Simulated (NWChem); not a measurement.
C3H3Cl; SMILES C=C=CCl

Program: NWChem. Pople sets run with spherical d functions. All runs use the structure optimised with PBE0/def2-SVP. Total energies compare along this basis series because the functional is fixed.

| level | basis functions | energy (Ha) | highest occupied level (eV) | orbital gap (eV) | dipole (D) |
|---|---|---|---|---|---|
| PBE/STO-3G | 27 | -569.4475 | -4.43 | 5.21 | 1.89 |
| PBE/3-21G | 46 | -573.0429 | … | … | 1.89 |
| PBE/6-31G* | 66 | -575.8851 | -5.96 | 4.48 | 1.71 |
| PBE/6-311G** | 98 | -575.9508 | -6.19 | 4.41 | 1.76 |

Fill in the missing entries.


- PBE/3-21G, highest occupied level (eV): -6.07
- PBE/3-21G, orbital gap (eV): 4.59
